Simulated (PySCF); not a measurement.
## Magnetisability and related constants of SMILES C(C)(C)[As]1CCCCC1, C8H17As

Method used: GIAO PBE0/3-21G magnetisability, rotational g tensor and spin-rotation constants, non-relativistic, gas phase (PySCF 2.14.0). Geometry: GFN2-xTB.

Input:
```
{"job": {"kind": "mag", "xc": "PBE0", "basis": "3-21G"}, "charge": 0, "multiplicity": 1}
C      2.627238    -1.472690    -0.260470
C      1.909136    -0.128090    -0.262922
C      2.841352     0.973643     0.227833
As     0.267951    -0.214598     0.891316
C     -0.828367    -1.348424    -0.312457
C     -2.313996    -1.100742    -0.074910
C     -2.740117     0.315034    -0.455662
C     -2.097289     1.388223     0.419584
C     -0.584087     1.456567     0.244546
H      2.928834    -1.734744     0.754424
H      3.520480    -1.438918    -0.885010
H      1.973631    -2.259577    -0.637832
H      1.596050     0.104052    -1.288577
H      3.736578     1.031951    -0.392058
H      3.148600     0.774631     1.255300
H      2.341154     1.942085     0.200939
H     -0.605504    -2.404667    -0.132484
H     -0.577260    -1.128894    -1.354869
H     -2.903699    -1.814046    -0.660389
H     -2.546208    -1.270496     0.982584
H     -3.827054     0.391079    -0.363587
H     -2.482720     0.500619    -1.502220
H     -2.332525     1.179570     1.469455
H     -2.540173     2.357990     0.168868
H     -0.194506     2.312760     0.803933
H     -0.338545     1.610294    -0.810926
```
Coordinates are in Å.

Command: `OMP_NUM_THREADS=1 python excited_run.py task.json out`

(1) What does the run print?

Results:

(1) Atoms count from 0.
```
coarse grid: 90800 points
cycle   1  E = -2537.8252179682  dE = -1.385e+00  |g| = 4.357e-01  |ddm| = 4.680e+00
cycle   2  E = -2537.8271878598  dE = -1.970e-03  |g| = 4.388e-01  |ddm| = 1.168e+00
cycle   3  E = -2537.8790181223  dE = -5.183e-02  |g| = 3.725e-02  |ddm| = 5.685e-01
cycle   4  E = -2537.8793232866  dE = -3.052e-04  |g| = 1.966e-02  |ddm| = 8.786e-02
cycle   5  E = -2537.8794431810  dE = -1.199e-04  |g| = 3.408e-03  |ddm| = 3.012e-02
cycle   6  E = -2537.8794461205  dE = -2.940e-06  |g| = 8.893e-04  |ddm| = 5.289e-03
final grid: 194064 points
cycle   7  E = -2537.8794422187  dE = -1.890e-08  |g| = 1.106e-03  |ddm| = 3.717e-03
cycle   8  E = -2537.8794419357  dE =  2.830e-07  |g| = 1.506e-03  |ddm| = 3.681e-03
cycle   9  E = -2537.8794425756  dE = -6.399e-07  |g| = 8.654e-05  |ddm| = 2.098e-03
cycle  10  E = -2537.8794425781  dE = -2.474e-09  |g| = 7.858e-06  |ddm| = 1.508e-04
cycle  11  E = -2537.8794425781  dE = -1.910e-11  |g| = 4.258e-06  |ddm| = 1.808e-05
converged SCF energy = -2537.8794425781

Magnetisability tensor (1e-30 J/T^2)
    -2136.62        5.94      -15.11
        5.94    -2098.12      -28.58
      -15.11      -28.58    -1953.08
isotropic -2062.61   principal values   -2138.22  -2103.29  -1946.31
isotropic susceptibility -124.213 1e-6 cm^3/mol

Inertial axes            a          b          c
rot. const./GHz      2.2003     0.8178     0.6942
chi total          -128.753   -126.663   -117.224
chi diamagnetic    -733.447  -1685.546  -1979.751
chi paramagnetic    604.695   1558.883   1862.528
quadrupole/D A        2.239      1.073     -3.312
g nuclear            0.6278     0.5994     0.6056
g electronic        -0.6251    -0.5989    -0.6074
g total              0.0027     0.0005    -0.0018

Spin-rotation constants (kHz, H = +C I.J)
atom  isotope        aa         bb         cc
  3   75As        2.422      0.981      0.720
  9     1H       -0.229     -0.099      0.001
 10     1H       -0.067     -0.097     -0.050
 11     1H       -0.173     -0.021     -0.079
 12     1H       -0.218     -0.103      0.006
 13     1H       -0.067     -0.097     -0.050
 14     1H       -0.229     -0.099      0.001
 15     1H       -0.174     -0.021     -0.079
 16     1H       -0.236      0.001     -0.074
 17     1H       -0.261     -0.098      0.010
 18     1H       -0.184     -0.023     -0.064
 19     1H       -0.257     -0.096      0.013
 20     1H        0.050     -0.097     -0.081
 21     1H       -0.255     -0.101      0.013
 22     1H       -0.257     -0.096      0.013
 23     1H       -0.184     -0.023     -0.064
 24     1H       -0.236      0.001     -0.074
 25     1H       -0.261     -0.098      0.010
  0    13C*       0.248      0.082      0.081
  1    13C*       0.270      0.122      0.080
  4    13C*       0.246      0.109      0.069
  5    13C*       0.280      0.095      0.074
  6    13C*       0.278      0.102      0.078
* in the singly substituted isotopologue
```

The calculation is non-relativistic, which matters for the atoms heavier than Zn.

It took 35 s wall time on 1 thread of an Arm Neoverse V2, shared host, peak memory 1.1 GiB.
